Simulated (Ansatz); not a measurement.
This geometry of BFH3N + FH (8 atoms, charge 0, multiplicity 1) is a first-order saddle point.

Computed with RKS PBE0-D4/def2-SVP in Ansatz.

```xyz
8
Properties=species:S:1:pos:R:3
B -0.029 0.099 0.251
N -0.013 0.084 1.763
H -0.785 -0.386 2.226
H 0.877 -0.175 2.183
F 1.170 -0.038 -0.327
H -1.021 -0.277 -0.324
F -0.251 1.867 0.397
H -0.182 1.424 1.369
```

Which two structures does it join? (They come from a converged band through this point; their orientation in space is the band's.)

Bonds broken: F7–H8. Bonds formed: B1–F7, N2–H8. BFH3N + FH becomes BF2H4N.

Image 0:

```xyz
8
Properties=species:S:1:pos:R:3
B 0.035 -0.292 0.229
N 0.026 -0.113 1.631
H -0.800 -0.328 2.176
H 0.888 -0.137 2.166
F 1.198 -0.255 -0.408
H -0.989 -0.462 -0.382
F -0.362 2.498 0.839
H -0.230 1.687 1.289
```

Image 8:

```xyz
8
Properties=species:S:1:pos:R:3
B -0.141 0.370 0.095
N 0.048 0.236 1.756
H -0.857 0.225 2.227
H 0.553 -0.618 1.994
F 1.156 0.339 -0.363
H -0.834 -0.592 -0.221
F -0.741 1.600 -0.046
H 0.583 1.038 2.096
```

How far does it lie above each of them?

0.35 eV above the first and 1.44 eV above the second. This is the barrier of this one path; another mechanism may lie lower. The orbitals stay closed-shell, which can raise the energy where a bond breaks towards radicals; this wasn't checked here.

The run took 3.1 min on 1 thread of Arm Neoverse V2 (shared host), peak memory 0.14 GiB.
